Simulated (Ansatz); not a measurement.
Gas-phase electronic energies from Ansatz, PBE0-D4/def2-TZVP geometries. CCSD(T)/CBS is the MP2 limit (def2-TZVPP, def2-QZVPP) plus CCSD(T) − MP2 in def2-TZVPP, frozen cores. This one scheme is used for every species. DFT in def2-TZVPP. One conformer a species, not always the lowest.

Reaction (redistribution): `C[BH][AlH][F]` + `OCBF` → `F[BH][AlH][F]` + `CBCO`

**Question.** Is it downhill or uphill in electronic energy at CCSD(T)/CBS, and by how much? (Best estimate.)

**Answer.** Computed: Uphill: ΔE = +0.12 eV.

**Question.** What do these levels give: r2SCAN-D4, ωB97M-V, B2PLYP, PBE, r2SCAN, PBE0, HF/def2-TZVPP, MP2/def2-TZVPP, CCSD/def2-TZVPP, HF/def2-QZVPP, MP2/CBS(def2), CCSD/CBS(def2)? (Estimate.)

**Answer.** Ansatz gave: r2SCAN-D4 0.14, ωB97M-V 0.12, B2PLYP 0.12, PBE 0.11, r2SCAN 0.14, PBE0 0.13, HF/def2-TZVPP 0.13, MP2/def2-TZVPP 0.12, CCSD/def2-TZVPP 0.12, HF/def2-QZVPP 0.12, MP2/CBS(def2) 0.12, CCSD/CBS(def2) 0.12 eV.

Largest T1 diagnostic among the species: 0.014.
